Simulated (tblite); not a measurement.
Compound: C3H13Si3 (doublet state).
SMILES with atom numbers: `[CH3:1][CH2:2][SiH2:3][C:4]([SiH3:5])[SiH3:6]` (hydrogens: H7, H8, H9 on C1; H10, H11 on C2; H12, H13 on Si3; H14, H15, H16 on Si5; H17, H18, H19 on Si6)

Computed geometry: GFN2-xTB, gas phase. This method treats the open shell by occupation alone, without spin polarisation.

Question: Give the optimised bond lengths and angles.

Answer: 
| bond | length (Å) |
| --- | --- |
| C1–C2 | 1.522 |
| C2–Si3 | 1.912 |
| Si3–C4 | 1.871 |
| C4–Si5, C4–Si6 | 1.874 |
| C1–H7, C1–H8, C1–H9 | 1.089 |
| C2–H10, C2–H11 | 1.091 |
| Si3–H12, Si3–H13 | 1.470 |
| Si5–H14 and 5 like bonds | 1.468 |

Bonds in one row agree within 0.01 Å and their mean is given. A selection of angles:
| angle | degrees |
| --- | --- |
| C2–C1–H7 | 110.6 |
| H7–C1–H8 | 108.3 |
| C1–C2–Si3 | 113.0 |
| C1–C2–H10 | 109.3 |
| Si3–C2–H10 | 109.3 |
| H10–C2–H11 | 106.7 |
| C2–Si3–C4 | 108.4 |
| C2–Si3–H12 | 107.5 |
| C2–Si3–H13 | 108.9 |
| C4–Si3–H12 | 111.2 |
| H12–Si3–H13 | 109.2 |
| Si3–C4–Si5 | 119.8 |
| Si5–C4–Si6 | 120.2 |
| C4–Si5–H14 | 110.7 |
| C4–Si5–H15 | 109.5 |
| H14–Si5–H15 | 109.1 |
| H15–Si5–H16 | 108.2 |

Dihedral angles: C1–C2–Si3–C4 -62° (synclinal); C2–Si3–C4–Si5 105° (anticlinal). The mirror-image conformer, all signs reversed, is as good.

The 4 C–Si bonds span 1.871 Å (Si3–C4, drawn single) to 1.912 Å (C2–Si3, drawn single), a spread of 0.041 Å. Si3 (silicon bonded to 2 C and 2 H) is tetrahedral (angles from 107.5° to 111.4°). Si5 (silicon bonded to C and 3 H) is tetrahedral (angles from 108.2° to 110.7°). C4 (carbon bonded to 3 Si) is planar (angles 120.2°, 120.0° and 119.8°, sum 360.0°, 0.01 Å off the plane of its three neighbours).

Point group: C1 (no symmetry element, even within 0.4 Å). GFN2-xTB frequencies show an imaginary mode (35i cm⁻¹), so the point is no minimum at that level. 3 starts were optimised and ended at 0.00, 0.47 and 1.23 kcal/mol (GFN2-xTB); the lowest of these is shown.
